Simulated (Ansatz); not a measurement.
Input and output for Cl2H2Se2Ti (`[Cl][Ti]([Cl])([SeH])[SeH]`).

```yaml
crystal:
  periodic: [false, false, false]
  atoms:
    - {symbol: Cl, position_ang: [-0.853082, -2.474908, -0.413031]}
    - {symbol: Ti, position_ang: [0.116630, -0.635785, 0.239105]}
    - {symbol: Cl, position_ang: [1.798394, -0.929104, 1.780890]}
    - {symbol: Se, position_ang: [-1.388846, 0.988147, 1.229571]}
    - {symbol: Se, position_ang: [0.964927, 0.326605, -1.748929]}
    - {symbol: H, position_ang: [-2.092721, 1.060449, 0.042131]}
    - {symbol: H, position_ang: [1.347532, 1.527624, -1.000609]}
basis:
  gaussian: {orbitals: def2-mTZVP}
hamiltonian: {xc: {name: PBE0-DH}}
output: {forces: true}
```

```sh
$ ansatz run in.yaml --threads 4 --pin off --events-out ev --progress --plain --max-ram 11315MiB
```

It prints (some lines left out):

```
Functional definition: PBE0-DH
1435 factors; integrals over basis functions are off by at most 6.8e-4 eV
mean field evaluation 1: about -178851.7420 eV, gradient 4.0e1 eV
mean field evaluation 2: about -178851.8358 eV, gradient 4.0e1 eV
mean field evaluation 4: about -178851.3326 eV, gradient 5.2e1 eV
mean field evaluation 8: about -178856.2691 eV, gradient 3.9e-1 eV
mean field evaluation 16: about -178856.2719 eV, gradient 4.0e-3 eV
mean field -178856.27192915 eV, -6572.8467602608 hartree, gradient 2.8e-6 eV, S^2 0.000000; 1 other end points of the search recorded, 0 dependent functions left out
33 core orbitals not correlated: weight in the atoms' cores, before any rotation towards them, 1.000 or more for the frozen orbitals, at most 0.000 for the correlated occupied ones
reference -178856.27195354 eV, -6572.8467611571 hartree; 30, 30 occupied and 92, 92 virtual orbitals, 1435 factors
second order -38.76442795 eV of doubles, -0.00000000 eV of singles
Total energy: -178861.11750703 eV, -6573.0248319636 hartree
Atom 0 at    -0.853082    -2.474908    -0.413031 Å, force     0.015126     0.152631     0.008475 eV/Å
Atom 1 at     0.116630    -0.635785     0.239105 Å, force     0.913143    -0.210905     1.425107 eV/Å
Atom 2 at     1.798394    -0.929104     1.780890 Å, force    -1.171902     0.230861    -1.016339 eV/Å
Atom 3 at    -1.388846     0.988147     1.229571 Å, force     1.451634    -0.403014     1.977279 eV/Å
Atom 4 at     0.964927     0.326605    -1.748929 Å, force     0.021582    -0.078009    -0.409718 eV/Å
Atom 5 at    -2.092721     1.060449     0.042131 Å, force    -1.284425     0.153025    -2.106844 eV/Å
Atom 6 at     1.347532     1.527624    -1.000609 Å, force     0.054843     0.155411     0.122040 eV/Å
Dipole moment:    -0.173058     0.329345    -0.275325 e Å
```

Hardware: 4 threads of an Arm Neoverse V1 on a shared host. Wall time 25 s, peak host memory 0.66 GiB.
